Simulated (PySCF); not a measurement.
Cartesian coordinates in Å; atom numbers follow the order of the lines, from 1:
```xyz
21

C    -1.3436   -0.3341    1.5911
C    -1.4413   -0.1418    0.2706
C    -2.6538   -0.5716   -0.5021
C    -0.3513    0.5035   -0.5653
C     0.6332    1.3790    0.2248
N     1.6303    0.5041    0.8145
Si    1.8245   -0.9996   -0.0298
C     0.4833   -0.5793   -1.2943
H    -2.1525   -0.8159    2.1474
H    -0.4513   -0.0381    2.1476
H    -2.3845   -1.2474   -1.3309
H    -3.1520    0.2995   -0.9612
H    -3.3835   -1.0892    0.1358
H    -0.8540    1.1407   -1.3141
H     0.0873    1.9493    0.9961
H     1.0809    2.1228   -0.4667
H     2.2634    0.9190    1.4840
H     1.5700   -2.2106    0.8142
H     3.1713   -1.1975   -0.6622
H     0.9743   -0.1518   -2.1851
H    -0.1274   -1.4277   -1.6348
```

Geometry: PBE0-D3(BJ)/def2-SVP; GIAO absolute shieldings from PySCF 2.14, gas phase, non-relativistic, averaged over equivalent atoms.

At PBE0/pcSseg-1 (208 basis functions, 89 s wall time on 1 thread of an AMD EPYC, shared host):
```csv
atoms,σ (ppm)
C2,26.7
C1,66.0
C5,131.1
C4,139.9
C3,158.8
C8,170.1
N6,244.3
Si7,375.9
H10,25.59
H9,26.08
H19,26.42
H18,26.49
H15,27.99
H16,28.05
H14,29.00
H11/H12/H13,29.42
H20,30.20
H21,30.39
H17,31.46
```

Predict the values at PBE/pcSseg-1 on the same geometry.

Results:


```
      atoms  σ at PBE/pcSseg-1  change
         C2               23.0    -3.7
         C1               64.0    -2.0
         C5              123.8    -7.3
         C4              132.6    -7.3
         C3              153.6    -5.2
         C8              164.1    -6.0
         N6              236.4    -7.9
        Si7              360.9   -15.0
        H10              25.56   -0.03
         H9              26.07   -0.01
        H19              26.14   -0.28
        H18              26.18   -0.31
        H15              27.74   -0.25
        H16              27.78   -0.27
        H14              28.75   -0.25
H11/H12/H13              29.32   -0.10
        H20              29.98   -0.22
        H21              30.20   -0.19
        H17              31.39   -0.07
```

The largest change is at Si7 (silicon bonded to C, N, 2 H, in a 5-membered ring). Cost: 208 basis functions, 2.4 min wall time on 1 thread of an AMD EPYC, shared host. The order of the carbon signals is the same at both levels.
